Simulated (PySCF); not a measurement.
Compound: C6H6NS (charge +1).
Cartesian coordinates in Å at the GFN2-xTB level; atoms count from 1:
```
atom  x, y, z in Å
C1     3.8040    0.0864   -0.0039
C2     2.6105    0.2035    0.0874
C3     1.2287    0.3708    0.2110
C4     0.2393   -0.4343   -0.2779
N5    -1.0100    0.0089    0.0183
C6    -2.1963   -0.6935   -0.4024
C7    -1.0152    1.1288    0.7195
S8     0.5292    1.7201    1.0668
H9     4.8448   -0.0328   -0.0952
H10    0.3856   -1.3353   -0.8455
H11   -2.2041   -1.6988    0.0216
H12   -2.2133   -0.7783   -1.4900
H13   -3.0857   -0.1617   -0.0721
H14   -1.9182    1.6156    1.0402
```

Computed at PBE0/pcSseg-1 (PySCF, non-relativistic), with Q(14N) = 0.02044 b, Q(33S) = −0.0678 b: N5, 14N (I = 1): χzz = -1.299 MHz, η = 0.319; S8, 33S (I = 3/2): χzz = -28.31 MHz, η = 0.380.

**Question.** Where would the pure quadrupole (NQR) lines of 14N at N5 fall for the rigid, isolated species?

**Answer.** From ν± = (3/4)|χ|(1 ± η/3) and ν0 = |χ|η/2: ν+ 1.078 MHz, ν− 0.871 MHz, ν0 0.207 MHz (three-coordinate ring nitrogen).

**Question.** Find the zero-field quadrupole resonance frequencies of 33S at S8.

**Answer.** From ν = (|χ|/2)√(1 + η²/3): ν = 14.49 MHz (ring sulfur).

In a crystal, neighbours and librations shift these lines. GFN2-xTB bond lengths can be off by several hundredths of an ångström, more for odd bonds, and the gradients follow them. These gradients aren't converged with respect to the basis.

These values come from a run that also computed NMR shieldings. On an Arm Neoverse V1 with one thread, shared host, this took 20 s wall and 0.89 GiB of memory at its peak.
